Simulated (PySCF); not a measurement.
PySCF input:

```python
from pyscf import gto, scf, dft

mol = gto.M(
    atom='''
    Ge   -0.48126613   -0.17666499    0.29523770
    O    -1.34904094   -1.41144638   -0.45843201
    Cl   -0.20794353    1.71496817   -1.03677717
    Cl    1.74869903   -0.71821224    0.69676833
    ''',
    basis='def2-tzvpd',
    charge=-1,
    spin=1,
    verbose=4,
)

mf = scf.UHF(mol).density_fit(auxbasis='def2-universal-jkfit')
mf.conv_tol = 1e-9
mf.max_cycle = 100
mf.max_memory = 1500
mf.kernel()
if not mf.converged:
    mf = mf.newton()
    mf.kernel(mf.make_rdm1())
for _ in range(2):
    mo, _, stable, _ = mf.stability(return_status=True)
    if stable:
        break
    mf.kernel(mf.make_rdm1(mo, mf.mo_occ))
mf.analyze()
```

Task: Which total energy does the run end on?

Result: -3069.41161 Eh (HF/def2-TZVPD).
